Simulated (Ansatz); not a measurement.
Coupled-cluster diagnostics for the cluster Be4O3⁺, Ansatz.

Geometry of the doublet (PBE0-D4/def2-SVP):

| atom | x (Å) | y (Å) | z (Å) |
| --- | --- | --- | --- |
| Be1 | 0.534 | 0.705 | -0.809 |
| Be2 | 2.347 | 0.426 | 1.326 |
| Be3 | -0.230 | -0.650 | 0.981 |
| Be4 | -1.571 | -0.286 | -0.887 |
| O5 | -1.497 | -0.966 | 0.422 |
| O6 | -0.625 | 0.581 | -1.620 |
| O7 | 1.041 | 0.189 | 0.588 |

Correlated methods freeze 3 core orbitals. The structure comes from a short search, and lower isomers may exist.

Question: Estimate the CCSD(T) correlation energy, the shares of MP2 and (T), T1 and the reference's ⟨S²⟩ for: charge 1, doublet, own geometry in def2-TZVPP; and the rough time on 4 threads of Arm Neoverse V2 on a shared host.

Answer: 
```csv
state,basis,correlation (eV),MP2 share (%),(T) share (%),T1,⟨S²⟩ (pure),wall time
"charge 1, doublet, own geometry",def2-TZVPP,-26.477,95.6,3.2,0.014,0.75 (0.75),6 min
```
Customary marks for T1 are 0.02 (closed shells), 0.045 (open shells) and about 0.05 (3d metals). T1 stays under 0.02 throughout.
